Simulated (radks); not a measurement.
Tc6+, configuration [Ar] 3d10 4s2 4p5 4d2 (not the ground configuration). All-electron calculation, scalar-relativistic Kohn-Sham, BLYP, spin-polarised, spherical densities, finite nucleus; open shells are filled with parallel spins first (spin-orbit coupling, left out, can overturn this in heavy ions); Fermi nuclear charge, rms radius 4.4112 fm. Program: a radial shooting solver on a logarithmic mesh with Libxc functionals.

Normalised radial functions P(r) = r R(r), r in bohr:

r,4s down,4d up,4d down
0.002911,0.0975,0.0000,0.0000
0.004309,0.1326,0.0001,0.0001
0.006377,0.1743,0.0002,0.0002
0.009437,0.2172,0.0006,0.0006
0.01397,0.2476,0.0017,0.0017
0.02067,0.2400,0.0051,0.0050
0.03059,0.1580,0.0141,0.0140
0.04527,-0.0249,0.0371,0.0368
0.067,-0.2719,0.0897,0.0890
0.09915,-0.4174,0.1922,0.1907
0.1467,-0.2175,0.3465,0.3437
0.2172,0.3274,0.4845,0.4803
0.3214,0.6431,0.4401,0.4352
0.4756,0.0954,0.0626,0.0592
0.7039,-0.8785,-0.5410,-0.5393
1.042,-1.1204,-0.9486,-0.9378
1.542,-0.5580,-0.8021,-0.8006
2.282,-0.1085,-0.3421,-0.3581
3.377,-0.0061,-0.0593,-0.0671

4s down: eigenvalue -153.04 eV, 3 radial nodes at r = 0.0434, 0.174, 0.494 bohr, <r> = 1.02 bohr, 90 % of the charge inside 1.47 bohr. 4d up: eigenvalue -82.623 eV, 1 radial node at r = 0.497 bohr, <r> = 1.31 bohr, 90 % of the charge inside 1.95 bohr. 4d down (empty): eigenvalue -79.469 eV, 1 radial node at r = 0.496 bohr, <r> = 1.32 bohr, 90 % of the charge inside 1.99 bohr.
